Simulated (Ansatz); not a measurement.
The same substitution along the group B, Al, Ga.

Gas-phase electronic energies from Ansatz, PBE0-D4/def2-TZVP geometries. CCSD(T)/CBS adds triple-zeta CCSD(T) − MP2 to the extrapolated MP2 energy (def2 sets, frozen cores). This one scheme is used for every species. Functionals use def2-TZVPP. For Ga outer-core shells are correlated without core-valence functions, which leaves a few kJ/mol of doubt a bond. Scalar relativity is left out up to krypton. Each species was taken in one conformer, which may not be the lowest.

| reaction | ωB97X-V (kJ/mol) | B2PLYP (kJ/mol) | CCSD(T)/CBS(def2) (kJ/mol) |
| --- | --- | --- | --- |
| `CB1CS1` + `F[Si](S)(Cl)Cl` → `CS[Si](F)(Cl)Cl` + `B1CS1` | 60 | 62 | 60 |
| `[CH3][Al]1[CH2][S]1` + `F[Si](S)(Cl)Cl` → `CS[Si](F)(Cl)Cl` + `[CH2]1[AlH][S]1` | 54 | 59 | 56 |
| `[CH3][Ga]1[CH2][S]1` + `F[Si](S)(Cl)Cl` → `CS[Si](F)(Cl)Cl` + `[CH2]1[S][GaH]1` | 43 | 48 | 51 |

Largest T1 diagnostic: 0.016, for `B1CS1`.
